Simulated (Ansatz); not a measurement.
Relaxation of ClFH6OW (10 atoms, charge 0, multiplicity 1), to a largest force component of 0.03 eV/Å in at most 50 steps.

Level of theory: RKS PBE/def2-SVP in Ansatz.

```xyz
10
Properties=species:S:1:pos:R:3:forces:R:3
W 0.226 0.218 -0.480 0.01 -0.05 0.57
O 0.118 -0.012 2.630 0.35 0.41 -0.60
H -0.705 0.492 2.785 0.03 0.00 -0.01
H 1.460 -0.667 0.236 0.00 0.00 0.00
H -0.754 1.274 0.386 0.00 0.01 0.01
H -1.341 -0.311 -0.099 0.01 0.00 0.00
H -0.039 -1.431 -0.188 0.00 0.01 0.00
F 0.294 0.413 -2.306 0.00 0.01 0.02
Cl 1.718 1.837 0.446 -0.04 -0.03 -0.02
H 0.801 0.706 2.563 -0.35 -0.37 0.04
```

Q: Where does it end, and by what steps?

A: It converged. After 8 steps the energy has fallen by 0.402 eV; O2 moved furthest, 0.54 Å. Joined: W1–O2 (3.12 → 2.39 Å).

```tsv
step	energy less start (eV)	largest force component (eV/Å)	accepted
0	0.0000	0.599	yes
1	-0.1135	1.196	yes
2	-0.2645	1.160	yes
3	-0.3701	0.966	yes
4	-0.3908	0.555	yes
5	-0.3962	0.331	yes
6	-0.3990	0.197	yes
7	-0.4020	0.065	yes
8	-0.4023	0.008	yes
```

```xyz
10
Properties=species:S:1:pos:R:3
W 0.223 0.248 -0.268
O 0.090 -0.039 2.096
H -0.703 0.424 2.428
H 1.498 -0.612 0.414
H -0.776 1.382 0.480
H -1.359 -0.282 0.067
H -0.039 -1.409 -0.003
F 0.253 0.339 -2.111
Cl 1.753 1.947 0.468
H 0.838 0.520 2.401
```

The run took 27 s on 2 threads of Arm Neoverse V1, on a shared host, peak memory 0.16 GiB.
